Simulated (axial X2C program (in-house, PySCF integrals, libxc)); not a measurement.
Potential curves of TeSe⁻, 2c

All values were computed with an in-house relativistic program for diatomic molecules. Two-component (2c) means X2C with spin–orbit coupling and atomic mean-field two-electron Coulomb and Gaunt terms. Basis: Te dyall-acv3z [12s13p9d5f1g], Se dyall-acv3z [9s10p7d5f1g] (cores contracted in-house); Gaussian nuclei, density fitting, unrestricted open shells. Masses: Te 129.906 u, Se 79.917 u.

State: Ω = 3/2 (⟨Sz⟩ = 0.50, ⟨Lz⟩ = 1.00 at PW91). Energies in cm⁻¹ from the fragments at the same level (Te + Se-). Fits are polynomials in 1 − R0/R over 0.85 to 1.23 times the lowest point R0.

| R (Å) | PW91 | PBE0 |
| --- | --- | --- |
| 2.2513 | -23083 | -21802 |
| 2.3256 | -25396 | -23865 |
| 2.3998 | -26688 | -24894 |
| 2.4740 | -27212 | -25150 |
| 2.5606 | -27112 | -24731 |
| 2.6472 | -26468 | -23767 |
| 2.7585 | -25119 | -22009 |

The state is a single determinant with fixed occupations, the lowest that a limited PBE0 search found. De is counted from the lowest determinant-based energies of the atoms at the same level, without counterpoise correction. Density functionals use the spin component along the axis (collinear). The functionals have no current-density term, which raises determinants with orbital currents, atoms included. The highest occupied level of some functionals is positive through self-interaction error; at Hartree–Fock it is bound.

(1) What are Re, ωe and De at the PW91 level?

(2) What are Re, ωe and De at the PBE0 level?

Results:

(1) At PW91, 2c: Re = 2.503 Å, ωe ≈ 250 cm⁻¹, De = 3.38 eV to Te + Se-; Be follows as 0.0544 cm⁻¹.

(2) At PBE0, 2c: Re = 2.466 Å, ωe ≈ 270 cm⁻¹, De = 3.12 eV to Te + Se-; Be follows as 0.056 cm⁻¹.
